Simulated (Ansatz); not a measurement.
C₅H₁₂CdO, SMILES `[CH3][Cd][O]C(C)(C)C`, charge 0, multiplicity 1.

**Question.** Give a relaxed structure at PBE0-D4/def2-TZVP (Ansatz 0.2.0). (An estimate is asked.)

**Answer.** The calculation gave: 
Cartesian coordinates in Å:
```
C 3.6709 -1.2488 -0.9259
Cd 1.7691 -0.9533 -0.1166
O -0.0039 -0.7984 0.7559
C -0.9579 0.1641 0.3941
C -2.1647 -0.0560 1.3022
C -1.3729 -0.0142 -1.0647
C -0.4059 1.5723 0.6051
H 4.0144 -0.3330 -1.4081
H 4.3738 -1.5182 -0.1369
H 3.6422 -2.0498 -1.6650
H -2.9650 0.6574 1.0887
H -2.5510 -1.0678 1.1645
H -1.8661 0.0542 2.3466
H -1.7319 -1.0329 -1.2276
H -2.1624 0.6841 -1.3560
H -0.5174 0.1585 -1.7290
H -0.0708 1.6897 1.6381
H -1.1517 2.3427 0.3909
H 0.4512 1.7493 -0.0562
```
This is one stationary point; other conformers may exist.
